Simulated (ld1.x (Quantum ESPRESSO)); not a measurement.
Configuration tests for tin (Sn) (TM)

ld1.x (Quantum ESPRESSO) 7.5 input, shortened:

```
&input
   title='Sn', zed=50., rel=2, dft='PBE', iswitch=3,
   config='[Kr] 4d10 5s2 5p2', rel_dist='average'
 /
 &inputp
   pseudotype=2, tm=.true., lloc=-2, rcloc=1.30,
   nlcc=.true., rcore=1.55
 /
2
5S  1  0   2.00   0.00  1.55  1.55  0.0
5P  2  1   2.00   0.00  2.45  2.45  0.0
 &test
   configts(1)='5s2 5p2'
 /
```

Open shells are filled in proportion to 2j + 1 (rel_dist='average').

Energies are relative to the spin-unpolarised reference configuration 5s2 5p2; without spin polarisation the order of configurations can differ from experiment.

| valence configuration | charge | ΔE all-electron (eV) | error AE − PS (meV) |
| --- | --- | --- | --- |
| 5s2 5p1 | +1 | 6.887 | -7.0 |
| 5s2 5p0 | +2 | 20.858 | -76 |
| 5s1 5p0 | +3 | 51.828 | -380 |
| 5s1 5p2 | +1 | 14.517 | -32 |
| 5s2 5p2.3 | -0.3 | -0.853 | -0.1 |
| 5s0 5p4 | 0 | 14.147 | -62 |

Q: What are ΔE and the potential's error for 5s2 5p1.5?

A: ΔE = 2.622 eV all-electron; the error (AE − PS) is -0.9 meV.

Note: ghost states, extra bound levels that the all-electron valence spectrum of the same l lacks: s at -33.4 eV, d at -4.2 eV. A true bound ghost makes a file unfit for plane-wave use.
